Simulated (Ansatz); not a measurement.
Basis sets compared for the cluster Au5Cl4⁺. The state is a singlet with charge 1. Geometry PBE0-D4/def2-SVP. Ansatz on 4 threads of Arm Neoverse V1 on a shared host; times are rough, and most runs start from earlier orbitals.

```xyz
9

Au   -2.944   -0.064    0.041
Au    4.614   -2.374   -0.202
Au   -0.744    1.383   -1.370
Au    1.689   -0.094   -0.068
Au   -0.680    1.060    1.633
Cl    1.032    2.191    0.202
Cl   -2.674    0.371   -2.298
Cl    2.282   -2.340   -0.343
Cl   -2.575   -0.134    2.405
```

In the def2 sets Au takes a core potential; there is no spin–orbit coupling. No other spin state of charge 1 was run. Another isomer (singlet) lies 1.46 eV lower at PBE0-D4/def2-TZVP; other spin states weren't run for this one.

```csv
level,functions,energy (Eh),HOMO (eV),LUMO (eV),wall time
PBE-D4/def2-SVP,232,-2518.3232,-9.98,-9.07,5.5 s
PBE0-D4/def2-SVP,232,-2518.2403,-11.13,-8.10,12 s
```

Task: Estimate the rows for PBE-D4/def2-TZVP (with forces), PBE0-D4/def2-TZVP.

Result: 
```tsv
level	functions	energy (Eh)	HOMO (eV)	LUMO (eV)	wall time
PBE-D4/def2-TZVP (with forces)	348	-2519.0094	-9.91	-9.04	12 s
PBE0-D4/def2-TZVP	348	-2518.9187	-11.02	-8.05	24 s
```
